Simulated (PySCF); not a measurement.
**Computed properties of H₂O₃Si, SMILES O[Si](=O)O**

H2O3Si, SMILES O=[Si](O)O. Geometry: B3LYP-D3(BJ)/def2-SVP. One conformer was computed; it need not be the lowest. All values are computed for the isolated molecule unless a solvent is named; none is compared with measurement here.

**Structure.** The optimised structure has C2v symmetry. All 12 harmonic modes at B3LYP-D3(BJ)/def2-SVP (PySCF) are real, so it is a minimum. With heavy atoms numbered as in [Si:1](=[O:2])([OH:3])[OH:4], the shortest bond between them is Si1–O2 at 1.528 Å and the longest Si1–O3 at 1.635 Å.

**Vibrations.** The strongest infrared lines (harmonic, unscaled, degenerate partners summed) lie at 474 cm⁻¹ (290 km/mol, H 89 %, O 9 %), 3858 cm⁻¹ (285 km/mol, H 94 %), 884 cm⁻¹ (182 km/mol, H 86 %, O 14 %). The softest mode is at 307 cm⁻¹ and the zero-point energy is 20.6 kcal/mol.

**Electronic structure.** ωB97X/def2-TZVPD (PySCF) places the frontier levels at -10.99 and 0.39 eV, a gap of 11.38 eV, and gives a dipole moment of 1.97 D and a mean polarisability of 35.2 bohr³. PBE/def2-TZVPD (PySCF) at the same geometry gives -6.91 and -2.35 eV, so its gap is 6.82 eV narrower. An orbital gap is neither the optical nor the fundamental gap.

**Excitations.** TDDFT-ωB97X/def2-SVPD (PySCF) has S1 at 6.01 eV (206 nm, f = 0.045, weak); the most intense of the 10 singlets computed lies at 9.45 eV (f = 0.22). T1 (TDA) is at 5.63 eV. TDDFT-PBE/def2-SVPD (PySCF) puts S1 at 4.88 eV. No vertical singlet excitation falls in the visible range (under 3.1 eV).

**NMR.** GIAO shifts at KT2/pcSseg-2 (PySCF) (non-relativistic, atoms alike by connectivity averaged): ¹H at 2.9 ppm against TMS; ²⁹Si at -18.9 ppm against TMS.

**Solvation.** SMD-ωB97X/def2-SVP (PySCF) gives -16.9 kcal/mol in water, -8.1 kcal/mol in diethylether, -8.7 kcal/mol in chloroform (1 M in both phases, gas-phase geometry); of these solvents water holds the molecule best.
